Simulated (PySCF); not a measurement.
# Highest orbital energy against ionisation energy along the third row

Calculated with PySCF 2.14, no spin-orbit coupling. Each cell gives −ε(HOMO) / ΔSCF in eV; NIST values include spin-orbit coupling, (s) semi-empirical, (t) theoretical.

| species | UHF | LDA | PBE | PBE0 | r2SCAN | NIST (lowest levels) |
| --- | --- | --- | --- | --- | --- | --- |
| Mg⁺ (x2c-QZVPPall with one added diffuse shell each of s, p, d, f type, spin-free X2C) | 14.760 / 14.745 | 12.002 / 15.377 | 11.913 / 15.360 | 12.724 / 15.255 | 12.056 / 15.039 | 15.035 |
| Al⁺ (x2c-QZVPPall with one added diffuse shell each of s, p, d, f type, spin-free X2C) | 17.781 / 17.551 | 14.917 / 18.928 | 14.808 / 18.790 | 15.764 / 18.684 | 14.962 / 18.410 | 18.829 |
| Si⁺ (x2c-QZVPPall with one added diffuse shell each of s, p, d, f type, spin-free X2C) | 16.211 / 15.835 | 12.070 / 16.359 | 12.190 / 16.400 | 13.332 / 16.425 | 12.563 / 16.526 | 16.346 |
| P⁺ (x2c-QZVPPall with one added diffuse shell each of s, p, d, f type, spin-free X2C) | 19.722 / 19.157 | 14.907 / 19.811 | 14.972 / 19.770 | 16.320 / 19.808 | 15.403 / 19.937 | 19.769 (s) |
| S⁺ (x2c-QZVPPall with one added diffuse shell each of s, p, d, f type, spin-free X2C) | 23.454 / 22.711 | 17.880 / 23.392 | 17.906 / 23.301 | 19.477 / 23.369 | 18.452 / 23.495 | 23.338 |
| Cl⁺ (x2c-QZVPPall with one added diffuse shell each of s, p, d, f type, spin-free X2C) | 23.642 / 22.578 | 18.333 / 23.963 | 18.353 / 23.828 | 19.936 / 23.823 | 18.716 / 23.797 | 23.814 |
| Ar⁺ (x2c-QZVPPall with one added diffuse shell each of s, p, d, f type, spin-free X2C) | 27.618 / 26.355 | 21.584 / 27.814 | 21.531 / 27.576 | 23.325 / 27.590 | 21.971 / 27.646 | 27.630 |

How far is −ε(HOMO) from ΔSCF on average for each method, and why?

UHF 0.61 eV; LDA -4.85 eV; PBE -4.76 eV; PBE0 -3.44 eV; r2SCAN -4.39 eV. Hartree-Fock orbital energies lack relaxation and so exceed the ΔSCF value; semilocal functionals have convex E(N) from self-interaction, so their HOMO lies far too high; exact exchange moves hybrids part of the way back.
